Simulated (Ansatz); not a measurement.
## Molecular dynamics of Si

Input:

```yaml
crystal:
  lattice:
    - [0.0, 5.43, 5.43]
    - [5.43, 0.0, 5.43]
    - [5.43, 5.43, 0.0]
  atoms:
    - { symbol: Si, position: [0.00321806, 0.00299856, -0.00310685] }
    - { symbol: Si, position: [0.1246011, 0.1244597, 0.12637702] }
    - { symbol: Si, position: [-4.758e-05, -5.61e-06, 0.50008913] }
    - { symbol: Si, position: [0.12472083, 0.12464511, 0.62446017] }
    - { symbol: Si, position: [0.00321343, 0.49681405, -0.00317795] }
    - { symbol: Si, position: [0.13190641, 0.62273146, 0.12252402] }
    - { symbol: Si, position: [0.00332216, 0.49699305, 0.50268712] }
    - { symbol: Si, position: [0.12470377, 0.62622552, 0.62439189] }
    - { symbol: Si, position: [0.49691743, 0.00300428, -0.00308249] }
    - { symbol: Si, position: [0.622945, 0.1314699, 0.12267817] }
    - { symbol: Si, position: [0.49701361, 0.00319486, 0.50278038] }
    - { symbol: Si, position: [0.62615327, 0.12465572, 0.62448445] }
    - { symbol: Si, position: [0.50044943, 0.50002755, -0.00080568] }
    - { symbol: Si, position: [0.62289906, 0.62275432, 0.12256528] }
    - { symbol: Si, position: [0.49700726, 0.49700006, 0.50271051] }
    - { symbol: Si, position: [0.62315631, 0.62309512, 0.63061238] }
    - { symbol: Si, position: [0.75045945, 0.75001696, 0.24919305] }
basis:
  ecutwfc: 420.0
kpoints:
  mp_grid: { grid: [2, 2, 2] }
hamiltonian:
  xc: pbe
  pseudopotentials: { kind: paw, azcp: { folder: soft_1 } }
scf:
  occupations: { method: fermi_dirac, width: 0.02 }
  lower_state_search: "off"
md:
  timestep: 3.0
  n_steps: 200
  ensemble: nvt_langevin
  temperature: 600.0
  initial_velocities: maxwell_boltzmann
  seed: 47905
  friction: 0.02
```

Launched with:

```bash
$ ansatz run input.yaml --threads 1 --pin off --max-ram 3072MiB --backend cpu --events-out ev --progress --plain --runs-dir out
```

It starts from a relaxed structure.

Output, in part (step lines):

```
md step     0: t =     0.00 fs  T =   564.7 K  F+E_penalty+E_count = -10804.56278400 eV  E_kin = 1.240896 eV  (9 SCF iters)
md step     1: t =     3.00 fs  T =   539.3 K  F+E_penalty+E_count = -10804.51457982 eV  E_kin = 1.185131 eV  (7 SCF iters)
md step     2: t =     6.00 fs  T =   428.7 K  F+E_penalty+E_count = -10804.38778058 eV  E_kin = 0.942008 eV  (7 SCF iters)
md step     3: t =     9.00 fs  T =   352.3 K  F+E_penalty+E_count = -10804.22882635 eV  E_kin = 0.774056 eV  (7 SCF iters)
md step     4: t =    12.00 fs  T =   304.7 K  F+E_penalty+E_count = -10804.06431300 eV  E_kin = 0.669597 eV  (7 SCF iters)
md step     5: t =    15.00 fs  T =   304.5 K  F+E_penalty+E_count = -10803.91915700 eV  E_kin = 0.669088 eV  (6 SCF iters)
md step     6: t =    18.00 fs  T =   223.0 K  F+E_penalty+E_count = -10803.83772542 eV  E_kin = 0.490119 eV  (6 SCF iters)
md step     7: t =    21.00 fs  T =   222.9 K  F+E_penalty+E_count = -10803.79195166 eV  E_kin = 0.489757 eV  (6 SCF iters)
[... lines left out ...]
md step   200: t =   600.00 fs  T =   655.5 K  F+E_penalty+E_count = -10803.40090879 eV  E_kin = 1.440348 eV  (7 SCF iters)
```

The steps, from the saved trajectory:

| time (fs) | T (K) | potential energy less start (eV) |
| --- | --- | --- |
| 0 | 565 | 0.000 |
| 18 | 223 | 0.725 |
| 36 | 330 | 0.875 |
| 54 | 488 | 0.729 |
| 72 | 659 | 0.901 |
| 90 | 495 | 1.708 |
| 108 | 765 | 0.816 |
| 126 | 539 | 1.505 |
| 144 | 670 | 1.513 |
| 162 | 716 | 1.800 |
| 180 | 784 | 1.555 |
| 198 | 728 | 1.768 |
| 216 | 757 | 1.533 |
| 234 | 526 | 1.576 |
| 252 | 566 | 1.518 |
| 270 | 515 | 1.628 |
| 288 | 600 | 1.612 |
| 306 | 694 | 1.563 |
| 324 | 737 | 1.527 |
| 342 | 576 | 1.676 |
| 360 | 543 | 1.576 |
| 378 | 652 | 1.749 |
| 396 | 616 | 1.750 |
| 414 | 621 | 1.995 |
| 432 | 841 | 1.962 |
| 450 | 849 | 1.746 |
| 468 | 705 | 1.909 |
| 486 | 593 | 1.785 |
| 504 | 710 | 1.625 |
| 522 | 626 | 1.614 |
| 540 | 612 | 1.396 |
| 558 | 714 | 1.216 |
| 576 | 531 | 1.523 |
| 594 | 541 | 1.278 |

The run went to its last step. A run of 0.6 ps of so small a system gives no equilibrium averages. Limits of this set-up: coarse k mesh, a small cell, in which the defect meets its images.

Mean squared displacements from the first frame to the last, about the centre of mass: Si 0.08 Å².

Last frame:

```xyz
17
Lattice="0.0000 5.4300 5.4300 5.4300 0.0000 5.4300 5.4300 5.4300 0.0000" Properties=species:S:1:pos:R:3
Si 0.347 -0.293 -0.163
Si 1.619 1.218 1.123
Si 2.913 2.785 0.000
Si 4.505 4.014 1.303
Si 2.802 -0.042 2.723
Si 4.483 1.373 3.898
Si 6.002 2.866 2.715
Si 6.842 4.352 4.359
Si 0.166 2.676 2.450
Si 1.595 3.695 4.005
Si 3.115 5.327 2.693
Si 4.243 7.011 3.893
Si 3.075 2.608 5.352
Si 4.178 4.184 6.635
Si 5.531 5.915 5.437
Si 7.239 6.816 6.872
Si 5.888 5.291 8.110
```

Run time: 18 min on 1 thread of Arm Neoverse V1, with other jobs on the host, peak memory 0.56 GiB.
